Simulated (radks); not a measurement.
The numbers below are computed, except where a source is named.
Coulomb parameter of the 3d shell of the titanium ion Ti+ in the model configuration [Ar] 3d2 4s1, as a second difference U = [E(n + 1) + E(n - 1) - 2 E(n)] / (1)^2 with all orbitals relaxed. "Bare": the charge of the atom changes with n. "Screened": the 4s shell takes up the change at fixed total charge, which measures U(3d,3d) + U(4s,4s) - 2 U(3d,4s). Code: a radial shooting solver on a logarithmic mesh with Libxc functionals. Model: scalar-relativistic Kohn-Sham, r2SCAN, spin-unpolarised, spherical densities, finite nucleus; meta-GGA in the generalised Kohn-Sham scheme; Fermi nuclear charge, rms radius 3.5921 fm.

case,configuration,E - E(n) (eV)
start,[Ar] 3d2 4s1,0.000
bare +1,[Ar] 3d3 4s1,-6.047
bare -1,[Ar] 3d1 4s1,17.534
screened +1,[Ar] 3d3,0.010
screened -1,[Ar] 3d1 4s2,2.120

U(bare) = 11.487 eV, U(screened by 4s) = 2.130 eV, against the Slater integral F0(3d,3d) = 16.749 eV with frozen orbitals.
